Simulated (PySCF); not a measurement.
## Spin states of GeB⁺

Unrestricted PBE0; PySCF, no relativity, basis sets Ge def2-TZVPPD, B def2-TZVPPD. Outer shells of the fragments: Ge+ 3d10 4s2 4p1; B 2s2 2p1.

Followed along the bond (rough minima from three points):

```tsv
2Ms+1	unpaired	⟨S²⟩ at the start	R at minimum (Å)	Te (eV)
3	σ ↑, π ↑	2.00	2.19	0.00
1	σ ↓, π ↑	1.01	2.20	0.18
3	π ↑↑	2.04	1.98	0.25
1	π ↑↓	1.01	2.00	0.49
1	none	0.08	2.04	1.27
```

Solutions found at the starting distance of 2.075 Å, counted from the lowest of them; the search is not exhaustive and high or unbound solutions are not listed, so other states can lie among these:

| 2Ms+1 | unpaired | term | E (eV) | ⟨S²⟩ | ⟨Lz²⟩ | μ (D) |
| --- | --- | --- | --- | --- | --- | --- |
| 3 | σ ↑, π ↑ | ³Π | 0.00 | 2.00 | 1.00 | 1.77 |
| 1 | σ ↓, π ↑ | mixed | 0.19 | 1.01 | 1.00 | 1.79 |
| 3 | π ↑↑ | ³Σ⁻ | 0.26 | 2.04 | 0.00 | 1.96 |
| 1 | π ↑↓ | mixed | 0.48 | 1.01 | 2.02 | 1.96 |
| 1 | none | mixed | 1.23 | 0.08 | 2.00 | 2.07 |
| 1 | none | ¹Σ⁺ | 1.68 | 0.00 | 0.00 | -0.42 |
| 3 | π ↑↑ | mixed | 2.84 | 2.06 | 2.01 | 2.74 |
| 1 | σ ↓↓, π ↑↑ | mixed | 3.44 | 2.01 | 0.00 | 1.45 |
| 1 | σ ↓, π ↑ | mixed | 4.76 | 1.35 | 1.08 | 1.95 |
| 3 | π ↑, δ ↑ | mixed | 9.40 | 2.04 | 5.00 | 3.35 |

A term symbol is given only where ⟨S²⟩ and ⟨Lz²⟩ are close to those of a pure state; real π, δ and φ orbitals otherwise mix terms. A positive dipole points towards B; it is taken about the centre of mass and depends on that origin.

Spin–orbit coupling is left out.
